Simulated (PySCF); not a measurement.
# What a mistake does to a calculation on BCH5OSi

These are calculations, not measurements. They come from PySCF 2.14.0, an open-source quantum chemistry program, on an isolated molecule that a program drew, which may never have been made. The molecule is BCH5OSi (charge 0, singlet), drawn as the SMILES string `BC[SiH]=O`.

Each row is a Hartree-Fock (HF) and frozen-core CCSD(T) single point in the cc-pV(D+d)Z basis, meant for a local HF minimum. Run 1 is clean. Each other run has one planted mistake out of seven kinds, and not every kind appears here: one electron removed, one electron added, multiplicity raised by two, geometry at a saddle point, minimal basis STO-3G, one bond length entered in bohr, all coordinates scaled. The reference is restricted for singlets and unrestricted otherwise, and also for a bond in bohr. Adding or removing an electron swaps singlet and doublet. Electrons count all cores. HOMO and LUMO are orbital energies over both spins, the gradient is its largest component, and the lowest frequency (negative if imaginary) is given only where the gradient is small. Bond lengths are over the 8 bonds as drawn. T1 is the CCSD diagnostic: over 0.02 (restricted) or 0.045 (unrestricted) a single reference is doubtful.

Geometry of the clean run:
```xyz
9
BCH5OSi, angstrom
B    -0.7968    0.9493    1.1131
C    -0.4072    0.5690   -0.3601
Si   -0.6144    1.9792   -1.5513
O    -1.6618    2.0855   -2.6170
H    -0.0994    1.6965    1.7441
H    -1.7995    0.5280    1.6146
H    -0.9605   -0.2846   -0.7540
H     0.6751    0.3743   -0.3978
H     0.4187    3.0090   -1.3325
```

| run | electrons | basis functions | <S^2> | HOMO (eV) | LUMO (eV) | gradient (hartree/bohr) | lowest frequency (cm^-1) | mean bond (Å) | longest bond (Å) | T1 | HF (hartree) | CCSD(T) (hartree) | mistake |
|---|---|---|---|---|---|---|---|---|---|---|---|---|---|
| 1 | 38 | 90 | 0.000 | -11.55 | 1.30 | 5.4e-06 | 49 | 1.3739 | 1.858 | 0.0192 | -429.25163 | -429.81375 | no fault |
| 2 | 38 | 90 | 2.021 | -6.10 | 0.13 | 1.4e-01 | - | 1.3739 | 1.858 | 0.0319 | -429.13187 | -429.65251 | multiplicity raised by two |
| 3 | 38 | 90 | 0.630 | -10.10 | 0.92 | 1.7e-02 | - | 1.5075 | 2.270 | 0.0611 | -429.12964 | -429.69391 | one bond length entered in bohr |
| 4 | 39 | 90 | 0.767 | -0.07 | 7.08 | 3.5e-02 | - | 1.3739 | 1.858 | 0.0209 | -429.22613 | -429.80783 | ? |
| 5 | 37 | 90 | 0.760 | -17.57 | -6.32 | 1.2e-01 | - | 1.3739 | 1.858 | 0.0308 | -428.93452 | -429.44122 | ? |

**Which mistake was planted in run 4, and what did it cost?**

It counts 39 electrons, one more than the clean run, at the same geometry and basis. So the mistake is: one electron added. Subtracting run 1 and multiplying by 627.51 kcal/mol a hartree, the energy moved by 16.0 kcal/mol in HF and 3.7 kcal/mol in CCSD(T).

**Which mistake was planted in run 5, and what did it cost?**

It counts 37 electrons, one fewer than the clean run, at the same geometry and basis. So the mistake is: one electron removed. Subtracting run 1 and multiplying by 627.51 kcal/mol a hartree, the energy moved by 199.0 kcal/mol in HF and 233.8 kcal/mol in CCSD(T).

Cautions from the logs. Run 3: T1 is over the limit, so its CCSD(T) energy is less reliable; run 4: the added electron raises the CCSD(T) energy, so it isn't bound in this basis.
